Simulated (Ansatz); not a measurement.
CH5FSSiSn, SMILES `F[SiH2][SnH]1[CH2][S]1`, 10 atoms. Total charge 0; spin multiplicity 1. Correlated methods include outer-core shells of Sn, which these sets cover unevenly. Sn takes the def2 core potential. All runs use 4 threads of a server CPU on a shared host. Correlated methods freeze the cores.

Question: How many basis functions does each run have, and how long does it take in Ansatz? RKS ωB97M-V/def2-SVP energy; RHF-CCSD(T)/def2-TZVPP energy; RKS PBE0-D4/def2-TZVP relaxation (58 steps); RKS LC-ωPBE/def2-TZVPP energy; RKS PBE0-D4/def2-SVP energy; RKS PBE0-D4/def2-QZVPP energy; RKS CAM-B3LYP-D4/def2-TZVPP energy; RKS ωB97M-V/def2-QZVPP energy; RHF-MP2/def2-QZVPP energy; RKS B3LYP-D4/def2-TZVPP energy and forces; RKS PBE0-D4/def2-TZVP frequencies; direct RPA on PBE orbitals/def2-TZVPP energy. (An estimate is asked.)

Answer: The calculation gave: Other jobs shared the machine, so times are rough.

| level | job | functions | wall time | peak host memory (GiB) |
| --- | --- | --- | --- | --- |
| RKS PBE0-D4/def2-SVP | energy | 115 | 1.2 s | 0.3 |
| RKS LC-ωPBE/def2-TZVPP | energy | 266 | 2.8 s | 0.62 |
| RKS CAM-B3LYP-D4/def2-TZVPP | energy | 266 | 4.1 s | 0.98 |
| RKS ωB97M-V/def2-SVP | energy | 115 | 4.6 s | 0.45 |
| RKS B3LYP-D4/def2-TZVPP | energy and forces | 266 | 5.5 s | 0.93 |
| direct RPA on PBE orbitals/def2-TZVPP | energy | 266 | 6.5 s | 0.78 |
| RKS PBE0-D4/def2-QZVPP | energy | 486 | 8.5 s | 2.2 |
| RKS ωB97M-V/def2-QZVPP | energy | 486 | 17 s | 2.5 |
| RHF-MP2/def2-QZVPP | energy | 486 | 19 s | 3 |
| RHF-CCSD(T)/def2-TZVPP | energy | 266 | 2.7 min | 7 |
| RKS PBE0-D4/def2-TZVP | frequencies | 216 | 3 min | 0.74 |
| RKS PBE0-D4/def2-TZVP | relaxation (58 steps) | 216 | 3.2 min | 0.75 |

B3LYP here is the variant with VWN-RPA as its local correlation; programs differ in this. LC-ωPBE has ω = 0.4 bohr⁻¹.
